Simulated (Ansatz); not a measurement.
**Redistribution: CH3Br + C3H8Si → SiH3(CH3) + C3H5Br**

Species: CH3Br `CBr`, singlet; C3H8Si (prop-2-enylsilane) `C=CC[SiH3]`, singlet; SiH3(CH3) (methylsilane), singlet; C3H5Br (allyl bromide) `C=CCBr`, singlet. The partners trade Br for SiH3; both sit on C, so the bond types are kept.

Shapes, held fixed at every level: PBE0-D4/def2-TZVP. Flexible molecules stand in one conformer, not always the lowest. Programs: Ansatz 0.2.0. Electronic energies: no zero-point or thermal term.

Estimate ΔE of this reaction.

The highest level, CCSD(T)/def2-TZVPP, gives ΔE = -16.5 kJ/mol; the levels span -18.9 to -15.2. The column of differences is taken from that level and isn't an error. No measured value is set beside it here. Relativity is left out for Br unless named. Correlated rows may include outer-core shells of Br, which these sets cover unevenly. Times are processor times on shared x86 and Arm servers, and rough.

| level | kind | ΔE (kJ/mol) | less CCSD(T)/def2-TZVPP | CPU time (sum over the molecules) |
| --- | --- | --- | --- | --- |
| PBE-D4/def2-TZVPP | GGA | -17.4 | -0.9 | 16 s |
| r2SCAN-D4/def2-TZVPP | meta-GGA | -18.9 | -2.4 | 26 s |
| PBE0-D4/def2-TZVPP | global hybrid | -16.0 | +0.5 | 17 s |
| wB97M-V/def2-TZVPP | range-separated hybrid | -15.2 | +1.3 | 58 s |
| MP2/def2-TZVPP | perturbation theory | -18.3 | -1.8 | – |
| CCSD/def2-TZVPP | coupled cluster or CI | -16.2 | +0.3 | – |
| CCSD(T)/def2-TZVPP | coupled cluster or CI | -16.5 | 0.0 | 7.6 min |
